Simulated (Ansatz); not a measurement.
Reactions of C2HFI2 (`FC(I)=CI`).

Isolated molecules relaxed with PBE0-D4/def2-TZVP in Ansatz; ΔE leaves out vibrations. CCSD(T)/CBS is the MP2 limit (def2-TZVPP, def2-QZVPP) plus CCSD(T) − MP2 in def2-TZVPP, frozen cores. This one scheme is used for every species, atoms too. Double bonds are as drawn, so ΔE can hold a change between cis and trans. Functionals use def2-TZVPP. No spin–orbit coupling; open shells (•) take unrestricted orbitals. Spin–orbit coupling would lower the free atoms: a little for C, F; strongly for I. def2 core potentials past Kr. Bonds to I are less sure, by a few kJ/mol each and by 10 to 20 or more in all where they break to atoms, as the def2 sets lack core-valence functions.

| reaction | CCSD/CBS(def2) (eV) | ωB97M-V (eV) | PBE-D4 (eV) | ωB97X-V (eV) | CCSD(T)/CBS(def2) (eV) |
| --- | --- | --- | --- | --- | --- |
| `F/C(I)=C\I` + H₂ → `F/C=C\I` + HI | -0.82 | -0.80 | -0.64 | -0.81 | -0.72 |
| `F/C(I)=C\I` → 2 C• + F• + H• + 2 I• | 20.25 | 20.70 | 22.16 | 20.74 | 20.94 |
| `F/C(I)=C\I` + H₂ → `C=C(F)I` + HI | -0.77 | -0.77 | -0.64 | -0.77 | -0.68 |
| `F/C(I)=C\I` + H–F → `F/C=C(/F)I` + HI | 0.59 | 0.42 | 0.48 | 0.39 | 0.65 |

Largest T1 diagnostic: 0.012, for `F/C=C(/F)I`.
